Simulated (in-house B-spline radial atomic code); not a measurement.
A run on Ag V (Ag4+) (an excited or competing configuration) that did not converge. Method: scalar-relativistic (X2C) wB97X, spin-polarised, spherical fractional occupations, exact exchange averaged over the configuration, Fermi nucleus of rms radius 4.5454 fm; computed with an all-electron radial atomic-structure program (B-spline basis).

Command:
```bash
python run_scf.py task.json out
```
Settings (nuclear radius in fm, mass in u):
```
Z                47
configuration    [Kr] 4d6 5f1
hamiltonian      x2c
method           wb97x
spin_polarised   True
nucleus          fermi
rms_radius       4.5454
atomic_mass      106.90509
speed_of_light   137.035999084
exact_exchange   averaged over the configuration
```

First and last ten iterations of the last attempt (damped for 15 steps, keeping 80 % of the old Fock matrix, then DIIS):
```
 iter        energy (Eh)    residual
    1       -5296.225262    6.73e-01
    2       -5305.722079    3.74e-01
    3       -5307.666598    2.65e-01
    4       -5308.641345    1.93e-01
    5       -5309.123675    1.38e-01
    6       -5309.360234    9.75e-02
    7       -5309.476494    6.97e-02
    8       -5309.534016    5.00e-02
    9       -5309.562736    3.59e-02
   10       -5309.577205    2.61e-02
  111       -5309.593036    6.85e-07
  112       -5309.593036    6.72e-07
  113       -5309.593036    8.18e-07
  114       -5309.593036    7.78e-07
  115       -5309.593036    6.95e-07
  116       -5309.593036    7.11e-07
  117       -5309.593036    9.07e-07
  118       -5309.593036    8.68e-07
  119       -5309.593036    7.16e-07
  120       -5309.593036    6.72e-07
 not converged after 120 iterations
```

The smallest residual met was 6.5e-07; the threshold is about 5e-07. Over the last five steps the energy moves by less than 1e-08 hartree, but the orbitals didn't meet the threshold. Time taken, with all properties: 13 s on 1 thread of Intel(R) Xeon(R) 6975P-C, on a shared host.
